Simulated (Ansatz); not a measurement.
The cluster Hf2Se4. Total charge 0; singlet. Geometry PBE-D4/def2-SVP; atoms count from 1.

```tsv
atom	x (Å)	y (Å)	z (Å)
Hf1	-1.039	-2.537	1.377
Hf2	0.152	0.376	-0.206
Se3	-1.398	-0.088	1.816
Se4	1.877	2.213	-0.439
Se5	-0.060	2.199	-1.949
Se6	0.468	-2.163	-0.599
```

In the def2 sets Hf takes a core potential; there is no spin–orbit coupling. The restricted singlet is unstable towards broken spin symmetry at other levels; at PBE0-D4/def2-TZVP this wasn't settled. No other spin state of charge 0 was run. The geometry of the singlet was relaxed on an unsound state (restricted singlet, unstable towards broken spin symmetry at other levels and untested here). Another isomer (singlet) lies 1.71 eV lower at PBE0-D4/def2-TZVP; other spin states weren't run for this one.

**Question.** Estimate the Mulliken populations from the PBE0/def2-TZVP orbitals of Ansatz.

**Answer.** 
| atom | charge (e) | d electrons |
| --- | --- | --- |
| Hf1 | 0.35 | 1.68 |
| Hf2 | 1.11 | 1.98 |
| Se3 | -0.46 | – |
| Se4 | -0.27 | – |
| Se5 | -0.27 | – |
| Se6 | -0.46 | – |
Mulliken values and Mayer orders depend strongly on the basis.

**Question.** And the Mayer bond orders between bonded heavy atoms (over 0.3)?

**Answer.** Hf1–Hf2 0.33 (3.52 Å); Hf1–Se3 1.30 (2.51 Å); Hf1–Se6 1.30 (2.51 Å); Hf2–Se3 0.95 (2.59 Å); Hf2–Se4 1.12 (2.53 Å); Hf2–Se5 1.12 (2.53 Å); Hf2–Se6 0.95 (2.59 Å); Se4–Se5 0.98 (2.46 Å).
